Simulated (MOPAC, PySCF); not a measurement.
H3B, SMILES `B`, neutral singlet in the gas phase. 

Cartesian coordinates (Å):
```xyz
4

B      0.0000     0.0000     0.0000
H     -0.8377    -0.8500     0.0032
H     -0.3173     1.1505     0.0009
H      1.1550    -0.3005    -0.0041
```
Charge 0, multiplicity 1.

All levels are single points at this geometry (PBE0-D4/def2-TZVP); Pople sets use spherical d functions. Orbital energies aren't observables, and empty levels follow the basis.

```csv
level,HOMO (eV),LUMO (eV),gap (eV),dipole (D),"vertical IE, Delta-SCF (eV)"
PBE0-D4/def2-TZVP in PySCF,-9.92,-1.95,7.97,0.00,13.04
B3LYP/3-21G in PySCF,-9.71,-2.03,7.68,0.00,–
B3LYP/6-311+G** in PySCF,-9.74,-2.25,7.49,0.00,–
B3LYP/6-31G* in PySCF,-9.57,-1.78,7.78,0.00,13.10
M06-2X/6-31G* in PySCF,-11.16,-0.53,10.63,0.00,–
SVWN5/6-31G* in PySCF,-8.27,-3.00,5.27,0.00,–
HF/6-31G* in PySCF,-13.50,2.41,15.91,0.00,12.47
HF/STO-3G in PySCF,-12.56,6.52,19.08,0.00,–
PM6 in MOPAC,-11.70,-0.30,11.40,0.00,–
```
